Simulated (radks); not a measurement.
Q: These are the eigenvalues of the occupied orbitals of an atom or ion with whole-number occupations (hartree). All-electron calculation, Dirac Kohn-Sham, BLYP, spin-unpolarised, spherical densities, point nucleus. Program: a radial shooting solver on a logarithmic mesh with Libxc functionals.

orbital  eigenvalue
1s1/2     -2878.288
2s1/2     -505.2393
2p1/2     -484.1939
2p3/2     -420.6270
3s1/2     -118.6551
3p1/2     -109.2217
3p3/2     -95.24873
3d3/2     -79.56277
3d5/2     -76.55150
4s1/2     -25.48479
4p1/2     -21.48545
4p3/2     -18.15621
4d3/2     -11.61262
4d5/2     -10.99374
5s1/2      -3.73216
4f5/2      -2.63491
4f7/2      -2.50798
5p1/2      -2.45671
5p3/2      -1.90603
5d3/2      -0.25231
6s1/2      -0.20845
5d5/2      -0.20355

Which element is it, and in what charge state? The configuration may be excited. Open shells, if any, are shared by 2j + 1.

A: Z = 78, platinum, charge 0: Pt in [Xe] 4f14 5d9 6s1. The list shows which subshells hold electrons but not how many an open one holds; the 1s level, -2878.3 hartree, gives Z - s = 75.9 by -(Z - s)^2/2, which with screening and relativity narrows Z to a few neighbours, and the depths of the outer levels then fix element, charge and occupations together.
